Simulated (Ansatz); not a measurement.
CH3BFN, SMILES `C=NBF` at its PBE0-D4/def2-TZVP geometry, where that method's forces vanish. Charge 0, multiplicity 1.

```xyz
7

C    -0.5003    0.1586    1.2012
N    -0.0266    0.0233    0.0657
B     0.4844   -0.1828   -1.1881
F     1.1509    0.7941   -1.8140
H     0.0785   -0.0821    2.1007
H    -1.5199    0.5284    1.3608
H     0.3331   -1.2396   -1.7262
```

(1) What forces (eV/Å) does ωB97M-V/def2-TZVPP give on these atoms in Ansatz 0.2.0? (Best estimate.)

## Answers

(1) Ansatz gave: 
```
C1  -0.112  0.040  0.275
N2  -0.024  0.023  0.069
B3  -0.052 -0.340 -0.168
F4   0.098  0.148 -0.088
H5  -0.050  0.023 -0.110
H6   0.111 -0.039 -0.035
H7   0.030  0.146  0.056
```
